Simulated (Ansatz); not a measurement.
A nudged elastic band was laid between two geometries of C₂H₇NSiZn (12 atoms, charge 0, multiplicity 1).

Computed with RHF/def2-SVP in Ansatz.

```json
{
 "movable images": "5",
 "climbing image": "yes",
 "spring": "5.0 eV/Å²",
 "optimiser": "quadratic models (default)",
 "start path": "through a guess of the saddle point",
 "force threshold": "0.05 eV/Å",
 "iteration limit": "60",
 "end points": "relaxed"
}
```

Image 0:

```xyz
12
Properties=species:S:1:pos:R:3
C 0.199 -1.830 1.706
C -0.408 -0.485 2.037
N -0.557 0.493 1.287
Zn -0.218 0.969 -0.480
Si 0.128 1.799 -2.741
H -0.535 -2.626 1.858
H 1.042 -2.042 2.370
H 0.547 -1.863 0.672
H -0.745 -0.424 3.087
H -0.443 3.160 -2.928
H -0.508 0.914 -3.754
H 1.575 1.880 -3.080
```

Image 6:

```xyz
12
Properties=species:S:1:pos:R:3
C 0.265 -1.829 1.425
C -0.366 -0.794 2.314
N -0.601 0.338 1.697
Zn -0.241 0.790 -0.137
Si 0.124 1.570 -2.419
H -0.372 -2.716 1.395
H 1.215 -2.150 1.860
H 0.463 -1.520 0.377
H -1.025 1.021 2.302
H -0.483 2.911 -2.637
H -0.477 0.641 -3.413
H 1.574 1.681 -2.730
```

(1) What changes between the two ends?

(2) Give the energies along the band, and the barrier.

(3) What is the geometry of the highest image?

Answers

(1) Bonds broken: C2–H9. Bonds formed: N3–H9.

(2) It converged. The highest image is number 3 of 0 to 6, 356.1 kJ/mol above the first end and 242.2 kJ/mol above the last; the last end lies 113.9 kJ/mol above the first. The profile has 3 maxima (images 1, 3, 5) with wells between them (images 2, 4): this band takes more than one step, which may be the mechanism or a detour left from its start path. Neighbouring images differ by up to 3.7 eV, so the band resolves the path poorly. A vibrational analysis at the climbing image gives one clearly imaginary mode, 2419i cm⁻¹, and a faint second one (13i cm⁻¹) that may be numerical noise or a soft torsion: probably a first-order saddle point. The orbitals stay closed-shell, which can raise the energy where a bond breaks towards radicals; this wasn't checked here.

| image | path coordinate (Å) | energy (kJ/mol) | C2–H9 (Å) | N3–H9 (Å) |
| --- | --- | --- | --- | --- |
| 0 | 0.00 | 0.0 | 1.10 | 2.03 |
| 1 | 1.74 | 5.4 | 1.10 | 2.03 |
| 2 | 3.49 | 0.0 | 1.10 | 2.03 |
| 3 | 5.23 | 356.1 | 1.23 | 1.22 |
| 4 | 7.25 | 114.0 | 1.93 | 1.01 |
| 5 | 9.28 | 121.1 | 1.93 | 1.00 |
| 6 | 11.30 | 113.9 | 1.93 | 1.01 |

(3) 
```xyz
12
Properties=species:S:1:pos:R:3:forces:R:3
C 0.389 -1.823 1.856 0.00 0.00 0.00
C -0.273 -0.529 2.210 0.04 -0.03 0.02
N -0.492 0.410 1.343 -0.02 0.02 0.02
Zn -0.243 0.807 -0.491 0.00 0.00 -0.02
Si -0.078 1.611 -2.789 0.00 0.00 0.00
H 0.612 -1.844 0.777 0.00 0.00 0.00
H -0.253 -2.668 2.113 0.00 0.00 0.00
H 1.317 -1.938 2.420 0.00 0.00 0.00
H -0.782 0.551 2.517 -0.02 0.01 -0.01
H -0.533 3.022 -2.916 0.00 0.00 0.00
H -0.911 0.795 -3.713 0.00 0.00 0.00
H 1.321 1.553 -3.291 0.00 0.00 0.00
```

The run took 4.7 min on 2 threads of Intel(R) Xeon(R) Platinum 8488C (Sapphire Rapids) (shared host), peak memory 0.34 GiB.
